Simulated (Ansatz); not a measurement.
A nudged elastic band was laid between two geometries of BFH3N + ClH (8 atoms, charge 0, multiplicity 1).

Computed with RKS B3LYP-D4/def2-SVP (Ansatz 0.2.0).

* movable images: 7
* climbing image: yes
* spring: 5.0 eV/Å²
* optimiser: fire
* start path: through a guess of the saddle point
* force threshold: 0.05 eV/Å
* iteration limit: 60
* end points: relaxed

First end point:

```xyz
8
Properties=species:S:1:pos:R:3
B -0.088 -0.209 -0.162
H -0.058 -0.416 1.031
F 1.063 0.030 -0.800
N -1.289 -0.239 -0.862
H -2.181 -0.409 -0.416
H -1.344 -0.059 -1.859
Cl -0.245 2.739 1.699
H -0.045 1.462 1.734
```

Last end point:

```xyz
8
Properties=species:S:1:pos:R:3
B -0.059 0.656 -0.786
H -0.274 -0.097 3.039
F 1.089 0.134 -1.211
N -1.271 0.021 -1.045
H -1.318 -0.852 -1.556
H -2.162 0.386 -0.733
Cl 0.000 2.187 0.122
H -0.192 0.466 2.534
```

Q: What changes between the two ends?

A: Bonds broken: B1–H2, Cl7–H8. Bonds formed: B1–Cl7, H2–H8. BFH3N + ClH becomes BClFH2N + H2.

Q: What energy profile does the band end with?

A: The run ended unconverged. The highest image is number 3 of 0 to 8, 150.7 kJ/mol above the first end and 213.8 kJ/mol above the last; the last end lies 63.0 kJ/mol below the first. The band didn't meet its force threshold, so its energies are provisional: the largest band force was still 0.09 eV/Å, and over the last iterations the top stayed at 1.57 eV. The orbitals stay closed-shell, which can raise the energy where a bond breaks towards radicals; this wasn't checked here.

| image | path coordinate (Å) | energy (kJ/mol) | B1–H2 (Å) | Cl7–H8 (Å) | B1–Cl7 (Å) |
| --- | --- | --- | --- | --- | --- |
| 0 | 0.00 | 0.0 | 1.21 | 1.29 | 3.49 |
| 1 | 0.71 | 6.1 | 1.21 | 1.29 | 3.12 |
| 2 | 1.41 | 56.9 | 1.23 | 1.32 | 2.68 |
| 3 | 2.10 | 150.7 | 1.35 | 1.61 | 2.16 |
| 4 | 2.79 | 46.0 | 1.84 | 2.11 | 1.86 |
| 5 | 3.48 | -37.7 | 2.32 | 2.59 | 1.79 |
| 6 | 4.18 | -60.3 | 2.85 | 2.90 | 1.78 |
| 7 | 4.87 | -62.4 | 3.35 | 2.83 | 1.78 |
| 8 | 5.57 | -63.0 | 3.90 | 2.97 | 1.78 |

Run time: 14 min on 1 thread of Intel(R) Xeon(R) Platinum 8375C CPU @ 2.90GHz (Ice Lake), on a shared host, peak memory 0.18 GiB.
